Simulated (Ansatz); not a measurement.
`[NH2][Sn][SH]` + `[NH]=[Ta]([NH2])([NH2])[OH]` → `[OH][Sn][SH]` + `[NH]=[Ta]([NH2])([NH2])[NH2]`  (redistribution)

Calculated with Ansatz (gas phase, PBE0-D4/def2-TZVP geometries, no zero-point term in ΔE). CBS: MP2 limit from def2 TZ/QZ plus the TZ coupled-cluster correction, frozen cores. Functionals use def2-TZVPP. HSE06 is defined as in plane-wave codes. Elements past krypton have def2 core potentials. For Sn, Ta outer-core shells are correlated without core-valence functions, which leaves a few kJ/mol of doubt a bond. One conformer a species, not always the lowest.

| level | ΔE (kJ/mol) |
| --- | --- |
| HSE06-D4 | 40.2 |
| LC-ωPBE | 44.5 |

(1) What does CCSD(T)/CBS give? (Best estimate.)

Largest T1 diagnostic among the species: 0.018.

Answers

(1) Ansatz gave: +37.9 kJ/mol. The listed levels differ from it by 2.3, 6.6 kJ/mol.

Leaving LDA and LC-ωPBE aside and taking each functional with its dispersion term where it has one, the values, not all of them listed here, spread over 7.9 kJ/mol, from BLYP-D4 to r2SCAN0-D4. LDA lies +5.5 kJ/mol from PBE without D4. From BLYP to BHLYP (50 % exact exchange), in def2-TZVPP and without D4, ΔE moves by +7.5 kJ/mol. At CCSD(T), def2-SVP lies +8.0 kJ/mol from the extrapolated value and def2-TZVPP +2.6 kJ/mol.
